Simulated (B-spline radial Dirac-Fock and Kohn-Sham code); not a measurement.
**X-ray form factors of platinum in several charge states**

Level of theory: configuration-average Dirac-Fock orbitals; a radial atomic solver.

Configurations: Pt²⁵⁺ [Kr] 4d10 4f7; Pt²⁶⁺ [Kr] 4d10 4f6; Pt²⁸⁺ [Kr] 4d10 4f4; Pt³⁰⁺ [Kr] 4d10 4f2; Pt³²⁺ [Kr] 4d10. The first column is f₀ of Pt²⁵⁺, the others are differences from it.

```csv
s (Å⁻¹),Pt²⁵⁺,Δ Pt²⁶⁺,Δ Pt²⁸⁺,Δ Pt³⁰⁺,Δ Pt³²⁺
0,53.000,-1.000,-3.000,-5.000,-7.000
0.05,52.890,-0.994,-2.984,-4.974,-6.966
0.1,52.563,-0.978,-2.936,-4.898,-6.864
0.15,52.025,-0.950,-2.858,-4.774,-6.698
0.2,51.287,-0.913,-2.752,-4.605,-6.471
0.25,50.361,-0.867,-2.621,-4.396,-6.190
0.3,49.265,-0.814,-2.468,-4.152,-5.862
0.35,48.019,-0.755,-2.298,-3.879,-5.494
0.4,46.643,-0.692,-2.115,-3.585,-5.097
0.45,45.162,-0.626,-1.924,-3.276,-4.678
0.5,43.596,-0.559,-1.728,-2.959,-4.247
0.6,40.309,-0.427,-1.340,-2.327,-3.381
0.7,36.956,-0.306,-0.980,-1.733,-2.559
0.8,33.689,-0.202,-0.666,-1.209,-1.827
0.9,30.625,-0.119,-0.411,-0.775,-1.210
1,27.843,-0.056,-0.215,-0.435,-0.720
1.1,25.386,-0.013,-0.074,-0.186,-0.352
1.2,23.265,+0.014,+0.018,-0.016,-0.092
1.4,19.960,+0.036,+0.101,+0.151,+0.180
1.6,17.656,+0.036,+0.111,+0.185,+0.255
```

Values without a named source are computed, but for edge energies of neutral atoms, which are taken from tables.
